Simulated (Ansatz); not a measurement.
Basis-set series for `C[Si](C)(C)/N=C/N[Si](C)(C)C`. Total charge 0; spin multiplicity 1. Geometry: relaxed with PBE0-D4/def2-TZVP. It is one conformer, not always the lowest.

```json
{"functional": "PBE0-D4", "basis": "def2-SVP", "functions": "262", "energy (Eh)": "-966.25154", "HOMO (eV)": "-6.55", "LUMO (eV)": "0.64"}
{"functional": "PBE0-D4", "basis": "def2-QZVPP", "functions": "1253", "energy (Eh)": "-966.93525", "HOMO (eV)": "-6.70", "LUMO (eV)": "0.33"}
{"functional": "ωB97M-V", "basis": "def2-SVP", "functions": "262", "energy (Eh)": "-966.67695", "HOMO (eV)": "-8.83", "LUMO (eV)": "2.75"}
{"functional": "ωB97M-V", "basis": "def2-QZVPP", "functions": "1253", "energy (Eh)": "-967.38346", "HOMO (eV)": "-8.99", "LUMO (eV)": "1.34"}
```

Task: Give the rows for def2-TZVPP. (An estimate is asked.)

Result: Computed: 
| functional | basis | functions | energy (Eh) | HOMO (eV) | LUMO (eV) |
| --- | --- | --- | --- | --- | --- |
| PBE0-D4 | def2-TZVPP | 643 | -966.89308 | -6.68 | 0.41 |
| ωB97M-V | def2-TZVPP | 643 | -967.34374 | -8.97 | 2.15 |

Positive LUMOs are unbound and depend on the basis.
